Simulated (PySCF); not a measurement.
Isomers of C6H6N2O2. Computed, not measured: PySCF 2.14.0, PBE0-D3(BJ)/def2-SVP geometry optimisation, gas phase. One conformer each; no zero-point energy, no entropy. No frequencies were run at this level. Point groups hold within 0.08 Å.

Question: Order them by energy at this level, lowest first, and give relative energies in kcal/mol.
A. `[CH3:1][O:2][C:3](=[O:4])[c:5]1[cH:6][cH:7][n:8][n:9][cH:10]1` with C1–O2–C3–O4 0°, O2–C3–C5–C6 0°
B. `[CH3:1][O:2][C@H:3]([C:4]#[N:5])[c:6]1[cH:7][n:8][o:9][cH:10]1` with C1–O2–C3–C4 -65°, O2–C3–C6–C7 63°

Answer: A (0.0), B (46.3).

As drawn, the lower has a C=O bond, an N–N linkage and a C(=O)–O unit, which the higher lacks; the higher has a C≡N group and an N–O linkage, which the lower lacks.

```csv
SMILES,E (Eh),E rel (kcal/mol),dipole (D),point group,"A, B, C (MHz)"
COC(=O)c1ccnnc1,-491.26374,0.0,5.17,near Cs,"3741, 843.0, 691.0"
CO[C@H](C#N)c1cnoc1,-491.18991,46.3,4.16,C1,"2561, 868.5, 758.4"
```

Question: How do the relative energies change in single points at CAM-B3LYP/def2-SVPD (no added dispersion term) on the same geometries?

Answer: 
| SMILES | PBE0-D3(BJ)/def2-SVP (kcal/mol) | CAM-B3LYP/def2-SVPD (kcal/mol) | shift |
| --- | --- | --- | --- |
| COC(=O)c1ccnnc1 | 0.0 | 0.0 | 0.0 |
| CO[C@H](C#N)c1cnoc1 | 46.3 | 43.5 | -2.8 |

Each column counts from its own lowest isomer. The order is unchanged; the largest shift is 2.8 kcal/mol.
